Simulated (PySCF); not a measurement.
**Electronic structure of Ne⁺ (neon, charge +1) at the UHF level**

Configuration: [He] 2s2 2p5, 2P determinant. All numbers are calculated (PySCF 2.14, the non-relativistic Hamiltonian (point nucleus), in aug-cc-pVDZ (4s3p2d, 23 functions)).

| Quantity | Value |
| --- | --- |
| Total energy | -127.766882 hartree |
| One-electron energy | -174.9515 hartree |
| Hartree (Coulomb) energy | 58.8202 hartree |
| Exchange energy | -11.6356 hartree |
| Kinetic energy | 127.67126 hartree |
| ⟨S²⟩ | 0.7523 |
| ⟨L²⟩ | 2.006 |
| Sum of ⟨r⟩ | 6.458 bohr |
| Sum of ⟨r²⟩ | 6.896 bohr² |
| Traceless quadrupole moment −½Σ⟨3z² − r²⟩ along its main axis | 0.438 e·bohr² |
| Density at the nucleus (Gaussians lack the cusp) | 595 bohr⁻³ |
| Spin density at the nucleus | 0.293 bohr⁻³ |
| Langevin diamagnetic susceptibility | -5.46 ×10⁻⁶ cm³/mol |
| Time after the integrals | 0.05 s of wall time on 1 thread of Neoverse-V2 (shared host) |

```csv
shell,electrons,mean orbital energy (eV),spread (eV),"rms radius, mean of both spins (bohr)"
1s α,1,-916.03,0,0.183
1s β,1,-914.32,0,0.183
2s α,1,-74.663,0,0.948
2s β,1,-68.541,0,0.948
2p α,3,-44.984,3.614,1.00
2p β,2,-42.121,0,1.00
```
